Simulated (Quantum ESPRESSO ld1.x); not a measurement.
Q: These are the eigenvalues of the occupied orbitals of an atom or ion with whole-number occupations (hartree). All-electron calculation, non-relativistic Kohn-Sham, LDA (Slater exchange, Perdew-Zunger correlation), spin-polarised, spherical densities, point nucleus. Program: ld1.x of Quantum ESPRESSO 7.5.

orbital  eigenvalue
1s up      -500.845
1s down    -500.843
2s up      -82.4708
2s down    -82.3971
2p up      -76.5030
2p down    -76.4477
3s up      -25.8568
3s down    -25.7681
3p up      -23.7931
3p down    -23.7016
3d up      -20.3888

Which element is it, and in what charge state? The configuration may be excited. Open shells, if any, are filled with parallel spins first.

A: Z = 35, bromine, charge +16: Br16+ in [Ar] 3d1. The list shows which subshells hold electrons but not how many an open one holds; the 1s level, -500.84 hartree, gives Z - s = 31.6 by -(Z - s)^2/2, which with screening narrows Z to a few neighbours, and the depths of the outer levels then fix element, charge and occupations together.
